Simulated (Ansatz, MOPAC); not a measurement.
The molecule CCl+, closed-shell singlet (lowest of 2S+1 = 1, 3, 5 at CCSD(T)/def2-TZVPP on PBE0 minima; our sources give no spin for the ground state, which may be another).

Seven points along R, fitted to fifth degree in 1/R; most abundant isotopes. In def2 and cc sets the state is the lowest found near the PBE0 minimum, followed along R. The singlet is held restricted. HF and MP2 rows in def2 and cc sets belong to the determinant that coupled cluster picked by its CCSD energy.

Correlated levels freeze the cores. CBS(a, b) extrapolates the correlation energy as X⁻³ and adds the Hartree–Fock energy of set b. The state that AM1 reach isn't checked.

Programs: Ansatz (a first-principles code) with Gaussian orbitals; MOPAC for AM1 (differences of heats of formation). 

| level | r_e (Å) | ω_e (cm⁻¹) | ω_e x_e (cm⁻¹) |
|---|---|---|---|
| AM1 | 1.550 | 1145 | 4.9 |
| B97M-V/def2-TZVPP | 1.538 | 1196 | 6.1 |
| PBE0/def2-TZVPP | 1.535 | (withheld) | 5.9 |
| MP2/def2-TZVPP | 1.530 | 1242 | 5.3 |
| MP2/aug-cc-pV(Q+d)Z | 1.529 | 1239 | 5.2 |
| SCS-MP2/aug-cc-pV(Q+d)Z | 1.530 | 1234 | 5.5 |
| CCSD(T)/def2-QZVPP | 1.543 | 1179 | 6.3 |
| CCSD(T)/CBS(aug-cc-pV(Q+d)Z, aug-cc-pV(5+d)Z) | (withheld) | (withheld) | 6.3 |

Question: Complete the blanks.

Answer: 
- CCSD(T)/CBS(aug-cc-pV(Q+d)Z, aug-cc-pV(5+d)Z), r_e (Å): 1.540
- CCSD(T)/CBS(aug-cc-pV(Q+d)Z, aug-cc-pV(5+d)Z), ω_e (cm⁻¹): 1184
- PBE0/def2-TZVPP, ω_e (cm⁻¹): 1206
